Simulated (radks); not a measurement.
The numbers below are computed, except where a source is named.
Question: Mean orbital radii <r> (bohr) of the lead ion Pb+, [Hg] 6p1, of relativity; Dirac values are averaged over j with weights 2j + 1. Spin-unpolarised spherical Kohn-Sham, PBE, point nucleus unless stated (finite: rms radius 5.5012 fm), a radial shooting solver on a logarithmic mesh with Libxc functionals. A level marked "c x" has the speed of light scaled by that factor and shares open shells by 2j + 1; other Dirac levels either fill j = l - 1/2 first or share by 2j + 1.

shell  non-rel.
3s       0.1952
3p       0.1858
3d       0.1619
4s       0.4267
4p       0.4294
4d       0.4337
4f       0.4441
5s       0.9493
5p        1.019
5d        1.275
6s        2.524
6p        3.087

Give the values at the level "Dirac, low j first".

Answer: 
shell  Dirac, low j first  change of magnitude (%)
3s                 0.1739                   -10.91
3p                 0.1753                    -5.65
3d                 0.1599                    -1.21
4s                 0.3840                    -9.99
4p                 0.4083                    -4.91
4d                 0.4312                    -0.56
4f                 0.4544                    +2.33
5s                 0.8543                   -10.01
5p                 0.9743                    -4.38
5d                  1.304                    +2.25
6s                  2.255                   -10.66
6p                  3.021                    -2.14
